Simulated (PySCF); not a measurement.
Computed properties of AlCl, SMILES [Al][Cl]

AlCl, SMILES [Al][Cl] (connectivity only; charge and spin as stated), neutral, multiplicity 1. Geometry: PBE0-D3(BJ)/def2-TZVPD. One conformer was computed; it need not be the lowest. All values are computed for the isolated molecule unless a solvent is named; none is compared with measurement here.

**Structure.** The optimised structure has C∞v symmetry. All 1 harmonic modes at PBE0-D3(BJ)/def2-TZVPD (PySCF) are real, so it is a minimum.

**Vibrations.** The strongest infrared lines (harmonic, unscaled, degenerate partners summed) lie at 470 cm⁻¹ (128 km/mol, Al 57 %, Cl 43 %). The softest mode is at 470 cm⁻¹ and the zero-point energy is 0.7 kcal/mol.

**Electronic structure.** ωB97X/def2-TZVPD (PySCF) places the frontier levels at -9.18 and 0.19 eV, a gap of 9.37 eV, and gives a dipole moment of 1.62 D and a mean polarisability of 54.1 bohr³. PBE/def2-TZVPD (PySCF) at the same geometry gives -6.09 and -2.40 eV, so its gap is 5.68 eV narrower. An orbital gap is neither the optical nor the fundamental gap.

**Excitations.** TDA-CAM-B3LYP/def2-TZVPD (PySCF) has S1 at 4.92 eV (252 nm, f = 0.522, bright); the most intense of the 10 singlets computed lies at 4.92 eV (f = 0.52). Strengths of degenerate partners are summed. T1 (TDA) is at 2.93 eV, 1.99 eV under S1. TDA-PBE/def2-TZVPD (PySCF) puts S1 at 4.75 eV. No vertical singlet excitation falls in the visible range (under 3.1 eV).
